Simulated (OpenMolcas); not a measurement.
Potential curves of AsS: spin-free states

Computed with OpenMolcas 26.06: state-averaged CASSCF(7,6) over As 4p, S 3p, XMS-CASPT2 (IPEA 0.25, imaginary shift 0.2 hartree), scalar X2C, ANO-RCC-VTZP, then RASSI spin–orbit state interaction with atomic mean-field integrals. C2 symmetry about the axis (a holds Σ, Δ, Γ; b holds Π, Φ, H; Σ⁺ and Σ⁻ are not told apart); roots by multiplicity and irrep: 2b 8, 4b 2, 4a 2, 2a 5.

XMS-CASPT2 energies in eV from the lowest point. Curves are followed by energy order within each symmetry, so they are adiabatic and may change character at avoided crossings; Σ⁺ and Σ⁻ are counted together.

```json
{"R (Å)": "1.936", "(1)2Π": "0.145", "(1)4Π": "3.282", "(1)2Σ": "4.160", "(2)4Σ": "7.174"}
{"R (Å)": "2.027", "(1)2Π": "0.000", "(1)4Π": "2.609", "(1)2Σ": "3.814", "(2)4Σ": "6.267"}
{"R (Å)": "2.128", "(1)2Π": "0.088", "(1)4Π": "2.196", "(1)2Σ": "3.601", "(2)4Σ": "5.538"}
{"R (Å)": "2.230", "(1)2Π": "0.354", "(1)4Π": "2.015", "(1)2Σ": "3.511", "(2)4Σ": "5.027"}
{"R (Å)": "2.372", "(1)2Π": "0.865", "(1)4Π": "2.044", "(1)2Σ": "3.532", "(2)4Σ": "4.576"}
{"R (Å)": "2.554", "(1)2Π": "1.590", "(1)4Π": "2.291", "(1)2Σ": "3.705", "(2)4Σ": "4.286"}
{"R (Å)": "2.838", "(1)2Π": "2.548", "(1)4Π": "2.834", "(1)2Σ": "3.936", "(2)4Σ": "4.167"}
{"R (Å)": "3.243", "(1)2Π": "3.311", "(1)4Π": "3.454", "(1)2Σ": "3.918", "(2)4Σ": "4.688"}
```

Left out for impure symmetry, kinks or missing points, though low: (1)4Σ, (2)2Π, (1)2Δ, (1)2Φ, (2)2Σ, (3)2Σ, (3)2Π. Only roots inside an energy window near the equilibrium distance were included, so the list of states is not complete; labels number the states computed. Each spin and symmetry block has orbitals of its own, averaged over its own roots, so gaps between blocks are less sure than gaps within one and near the minimum can be off by tenths of an eV, in bad cases by more. No Rydberg orbitals are active, so Rydberg states, and σ→σ* states whose orbital the CASSCF left unused, can be missing between those listed. CASPT2 splits the two components of degenerate states numerically, here by up to 103 cm⁻¹. Points that failed a check (symmetry, reference weights, a jump) are left out.
